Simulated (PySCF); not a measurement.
Species: methyl pivalate, C6H12O2.
Geometry (GFN2-xTB, Å), atoms numbered from 1 in this order:
```xyz
20
C6H12O2 angstrom
C      2.849    0.296   -0.815
O      1.613    0.308   -0.119
C      0.549   -0.143   -0.798
O      0.615   -0.537   -1.932
C     -0.720   -0.085    0.045
C     -0.966    1.372    0.451
C     -0.513   -0.949    1.293
C     -1.892   -0.613   -0.780
H      3.107   -0.722   -1.115
H      2.787    0.920   -1.710
H      3.592    0.691   -0.126
H     -1.870    1.439    1.052
H     -1.091    1.998   -0.431
H     -0.129    1.751    1.032
H     -1.408   -0.925    1.910
H     -0.315   -1.982    1.014
H      0.326   -0.580    1.877
H     -2.807   -0.579   -0.195
H     -2.024   -0.012   -1.677
H     -1.707   -1.639   -1.088
```

The closed-shell SCF was solved with PySCF and density fitting under several settings on one GFN2-xTB geometry (grid level 2 and gas phase unless stated).

```
                        settings  basis functions  SCF cycles     E (Eh)  HOMO (eV)  LUMO (eV)  dipole (D)
                   PBE0/pcSseg-1              196          14  -385.8410      -7.76       0.48        1.86
PBE0/IGLO-II, level shift 0.1 Eh              248          10  -385.9822      -7.75       0.46        1.84
```

**Question.** Estimate the rows for these settings: (1) HCTH407/pcSseg-1, fitting basis def2-qzvpp-jkfit; (2) B97-2/IGLO-II, IEF-PCM dimethylsulfoxide.

**Answer.** 
| settings | basis functions | SCF cycles | E (Eh) | HOMO (eV) | LUMO (eV) | dipole (D) |
| --- | --- | --- | --- | --- | --- | --- |
| HCTH407/pcSseg-1, fitting basis def2-qzvpp-jkfit | 196 | 12 | -386.2515 | -6.26 | -0.75 | 1.79 |
| B97-2/IGLO-II, IEF-PCM dimethylsulfoxide | 248 | 14 | -386.3005 | -7.65 | 0.28 | 2.43 |

**Question.** Over all rows, what range does the HOMO–LUMO gap span?

**Answer.** From 5.51 eV (HCTH407/pcSseg-1, fitting basis def2-qzvpp-jkfit) to 8.24 eV (PBE0/pcSseg-1). The functional of the narrowest has no exact exchange, that of the widest 25 % exact exchange.

**Question.** And the dipole moment?

**Answer.** From 1.79 D (HCTH407/pcSseg-1, fitting basis def2-qzvpp-jkfit) to 2.43 D (B97-2/IGLO-II, IEF-PCM dimethylsulfoxide); the largest is 1.36 times the smallest, and the median is 1.85 D.

**Question.** Compare two rows with the functional PBE0: PBE0/pcSseg-1 and PBE0/IGLO-II, level shift 0.1 Eh. Which energy is lower, and by how much?

**Answer.** PBE0/IGLO-II, level shift 0.1 Eh (248 functions) lies 0.1412 Eh or 89 kcal/mol below PBE0/pcSseg-1 (196 functions).

Cycle counts include a coarse-grid stage where the run had one. One conformer (not necessarily the lowest) at the GFN2-xTB geometry, without vibrations or thermal averaging.
